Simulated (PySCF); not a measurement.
**C₆ coefficients of unlike pairs at PBE0**

Calculated with PySCF 2.14 from the dipole response of each species, C₆(A,B) = (3/π) ∫ α_A(iu) α_B(iu) du, in atomic units, from isotropic polarisabilities. For ions this is the dispersion term alone; charge-induced terms of lower order in 1/R come first.

```
species           configuration                                                                 basis      relativity  α (bohr³)  C₆ (like pair)
   Ar³⁺       [Ne] 3s2 3p3 (4S)                                               aug-cc-pVDZ-DK (5s4p2d)   spin-free X2C      3.510           9.515
    W²⁺      [Xe] 4f14 5d4 (5D)  def2-TZVPPD with the def2 core potential (60 electrons) (6s5p3d2f1g)  core potential      12.34           73.80
    Xe⁺  [Kr] 4d10 5s2 5p5 (2P)                               aug-cc-pVTZ-PP with ECP28MDF (6s5p4d2f)  core potential      18.11           153.9
     Si       [Ne] 3s2 3p2 (3P)                                                  dyall-av2z (13s9p2d)            none      38.85           323.9
```

Estimate C₆ for Si with Xe⁺.

The integral gives 208.3. The combination rule 2 C_A C_B / (C_A α_B/α_A + C_B α_A/α_B) gives 207.2 and the geometric mean 223.3.

No spin-orbit coupling is included.

The other pairs:

```csv
pair,C₆
"Xe⁺, W²⁺",105.8
"Xe⁺, Ar³⁺",37.26
"Si, W²⁺",139.9
"W²⁺, Ar³⁺",26.23
"Si, Ar³⁺",46.44
```
